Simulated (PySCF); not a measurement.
**Exercise with solution: oscillator strength and radiative lifetime**

C3H6BNO, SMILES OB(NC)C#C.

Geometry: PBE0-D3(BJ)/def2-SVP. This is a generated structure with no PubChem entry under its InChIKey; it may be hypothetical. Other conformers were not sampled.

TDA-B3LYP/def2-SVPD (PySCF) puts the first singlet state with f over 0.02 at 5.99 eV (vertical), with the transition dipole (-0.055, 1.027, 0.000) in atomic units.

Task: Find the oscillator strength, the wavelength and the radiative lifetime that this transition would have in vacuum if emission retraced absorption.

Result: 
|μ|² = 1.0578 au, so |μ| = 2.61 D. ΔE = 5.99/27.211 = 0.2201 hartree. f = (2/3) ΔE |μ|² = 0.155 (the program prints 0.155).
λ = 1239.84/5.99 = 207 nm; ν = 48313 cm⁻¹.
Einstein's coefficient A = 0.6670 ν² f s⁻¹ (ν in cm⁻¹) = 2.4e8 s⁻¹, so τ = 1/A = 4.1 ns. This state is S2; the lower singlet has f = 0.000. The figure is the radiative limit of this one transition; relaxation, internal conversion, crossing to triplets and a medium change what is measured.
